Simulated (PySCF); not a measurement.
Species: CH₄Cl₃N₂Si₂ (doublet state).
Structure used (GFN2-xTB), in Å, numbered top down from 1:
```
atom  x, y, z in Å
Cl1    2.448    2.250    0.511
C2     1.859    0.707   -0.121
Cl3    1.686    0.832   -1.876
Cl4    3.066   -0.546    0.241
Si5    0.202    0.229    0.734
N6    -1.166    1.031    0.110
Si7   -2.160   -0.344   -0.231
N8    -0.592   -1.178    0.005
H9     0.502   -0.058    2.125
H10   -3.014   -0.838    0.833
H11   -2.667   -0.424   -1.588
H12   -0.163   -1.662   -0.768
```

The hyperfine couplings belong to this conformer and change with its torsions.

Identity: `ClC(Cl)(Cl)[Si@H]1[N][SiH2]N1` [radical].

Computed with UKS B3LYP, pcH-1 on C Cl H N Si, non-relativistic, mean-field spin-orbit, GIAO (PySCF). The structure is a single GFN2-xTB conformer in the gas phase; no vibrational or solvent corrections. The geometry wasn't refined by DFT: couplings that depend on bond lengths, twists or pyramidal angles can differ widely from those at the functional's own minimum. Stability of the SCF solution: not tested.

What is the g tensor, term by term?

```csv
Δg (ppm),1,2,3
relativistic mass correction,-227,-227,-227
gauge correction,7,9,71
orbital Zeeman/spin–orbit,567,2063,3438
total,346,1845,3282
```

So g = 2.00267, 2.00416, 2.00560 and g_iso = 2.00414; the tensor is rhombic: the two nearest values differ by 49 % of g3 − g1. 

What effective moment and Curie constant follow for a powder?

With the mean of g² = 4.0166 and S(S+1) = 0.75: μ_eff = √(⟨g²⟩S(S+1)) = 1.736 μB and χT = 0.12505·⟨g²⟩·S(S+1) = 0.377 cm³ K/mol (cgs; spin-Hamiltonian part alone).

Average each term over the three axes. Which is largest in size?

The orbital-Zeeman/spin–orbit term 2022, the mass correction -227 and the gauge correction 29 ppm, for a total of 1824 ppm. The orbital-Zeeman/spin–orbit term is the largest in size. The mass correction is the same along every axis, so the anisotropy comes from the other two: their spans along these axes are 65 (gauge) and 2871 ppm (orbital Zeeman/spin–orbit).

At 33.875 GHz, how far is the centre of the isotropic spectrum from where a free electron (g = 2.002319) resonates?

B = hν/(g μB) with μB/h = 13.99624 MHz/mT gives 1208.74 mT for the free electron and 1207.64 mT at g_iso, 1.10 mT lower.

In a frozen sample, at which fields do the three g values resonate at 9.5, 34, 94 and 263 GHz (hyperfine left aside), and which band first spreads them over more than twice a line width of 0.5 mT?

| band | GHz | B(g3) mT | B(g2) mT | B(g1) mT | spread mT |
| --- | --- | --- | --- | --- | --- |
| X | 9.5 | 338.43 | 338.67 | 338.93 | 0.50 |
| Q | 34.0 | 1211.22 | 1212.09 | 1213.00 | 1.78 |
| W | 94.0 | 3348.67 | 3351.07 | 3353.57 | 4.91 |
| J | 263.0 | 9369.14 | 9375.86 | 9382.87 | 13.73 |

The spread grows in proportion to the frequency. Q band is the first where it exceeds 1.0 mT.

The largest Mulliken spin populations are on N6 (+0.74) and N8 (+0.32).

The HOMO–LUMO gaps are 6.42 eV among the α and 3.53 eV among the β orbitals.
